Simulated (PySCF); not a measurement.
CHBF₄, SMILES FBC(F)(F)F (B3LYP/def2-SVP optimised geometry):

```
7

B      0.477    -0.496     0.000
C     -0.346     0.888     0.000
F     -1.679     0.732     0.018
F     -0.034     1.605    -1.102
F     -0.007     1.627     1.078
F     -0.184    -1.627    -0.004
H      1.679    -0.496     0.000
```

Method: B3LYP/def2-TZVP (PySCF).

Task: What are the frontier orbital energies and the dipole moment?

Result: HOMO-2 -11.92 eV, HOMO-1 -11.65 eV, HOMO -9.71 eV, LUMO -2.24 eV, LUMO+1 0.71 eV; dipole moment 1.51 D.

On the same geometry PBE/def2-TZVP in PySCF gives HOMO-2 -10.19 eV, HOMO-1 -9.76 eV, HOMO -8.17 eV, LUMO -2.98 eV, LUMO+1 0.25 eV; dipole moment 1.34 D.

Meta-Löwdin charges at B3LYP/def2-TZVP: B1 0.37, C2 0.68, F3 -0.27, F4 -0.27, F5 -0.27, F6 -0.24, H7 0.01.
